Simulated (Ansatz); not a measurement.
FGaI₂ (SMILES [F][Ga]([I])[I]), singlet, at a GFN2-xTB geometry (such geometries of metal compounds can be far from the true shape) (core potentials on I); PBE/def2-SVP in Ansatz (an electronic-structure program).

Here is a job for Ansatz.
Ansatz 0.2 input:
```yaml
crystal:
  periodic: [false, false, false]
  atoms:
    - {symbol: Ga, position_ang: [0.69061440, -0.06757837, -0.11479214]}
    - {symbol: F, position_ang: [2.41271452, -0.23609025, -0.40103517]}
    - {symbol: I, position_ang: [-0.20464681, -1.11207428, 1.96208681]}
    - {symbol: I, position_ang: [-0.60900370, 1.19169205, -1.82684393]}
basis:
  gaussian:
    orbitals: def2-SVP
hamiltonian:
  xc: pbe
```

The log (banner, timings and long lists left out):

```
Functional definition: PBE
1135 factors; their error is unknown
mean field evaluation 1: about -71277.4727 eV, gradient 4.6e1 eV
mean field evaluation 2: about -71226.1140 eV, gradient 1.8e2 eV
mean field evaluation 4: about -71280.2935 eV, gradient 1.3e1 eV
mean field evaluation 8: about -71280.6116 eV, gradient 3.1e-2 eV
mean field -71280.57702820 eV, -2619.5128900757 hartree, gradient 4.3e-5 eV, S^2 0.000000; 0 other end points of the search recorded, 0 dependent functions left out
reference -71280.57706099 eV, -2619.5128912808 hartree; 45, 45 occupied and 53, 53 virtual orbitals, 1135 factors
Total energy: -71280.57706099 eV, -2619.5128912808 hartree
```
